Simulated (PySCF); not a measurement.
Mapped SMILES: `[CH3:1]/[C:2](=[CH:3]\[Cl:4])[C@@H:5]([SiH3:6])[C:7]([F:8])([F:9])[F:10]`. Hydrogens are named by the atom that carries them.

PySCF calculation with shieldings: GIAO PBE0/pcSseg-1 and structure optimised with GFN2-xTB; no relativistic terms, in vacuum, a single conformation, fast rotation and ring inversion assumed for equivalent nuclei.

Chemical shifts δ = σref − σ; $^{13}$C against TMS, all at this level.

**Question.** Do the $^{13}$C shifts follow the atomic charges (in e)? Tabulate both.

**Answer.** 
```json
{"atoms": "C2", "hybridisation": "sp2", "δ (ppm)": "139.1", "σ para (ppm)": "-213", "Hirshfeld": "-0.00", "IAO": "+0.01", "Mulliken": "-0.35", "ESP-fitted": "+0.48"}
{"atoms": "C7", "hybridisation": "sp3", "δ (ppm)": "136.7", "σ para (ppm)": "-193", "Hirshfeld": "+0.26", "IAO": "+0.80", "Mulliken": "+0.84", "ESP-fitted": "+0.60"}
{"atoms": "C3", "hybridisation": "sp2", "δ (ppm)": "128.9", "σ para (ppm)": "-193", "Hirshfeld": "-0.05", "IAO": "-0.20", "Mulliken": "-0.02", "ESP-fitted": "-0.45"}
{"atoms": "C5", "hybridisation": "sp3", "δ (ppm)": "40.6", "σ para (ppm)": "-108", "Hirshfeld": "-0.13", "IAO": "-0.42", "Mulliken": "-0.52", "ESP-fitted": "-0.61"}
{"atoms": "C1", "hybridisation": "sp3", "δ (ppm)": "21.5", "σ para (ppm)": "-80", "Hirshfeld": "-0.12", "IAO": "-0.43", "Mulliken": "-0.13", "ESP-fitted": "-0.54"}
```

Correlation coefficients of δ with charge over these carbons: Hirshfeld +0.68, IAO +0.69, Mulliken +0.47, ESP-fitted +0.76; with the paramagnetic shielding -0.99. With so few points, grouped by hybridisation, these coefficients are fragile. Charge is one influence among several: hybridisation and low-lying excitations act through the paramagnetic term.

Carbons that carry Cl, above all several Cl atoms, come out too deshielded, partly because spin–orbit coupling is missing. Shifts are as computed. Against solution values, carbons near 30 ppm lie about +3 ppm off and those near 130 ppm about +5 ppm; carbons on Cl a further +6 ppm. Of 1309 compounds with measured shifts, 239 miss one by over three times the rms of a fit or turn the order of signals round; such compounds aren't used in these exercises.
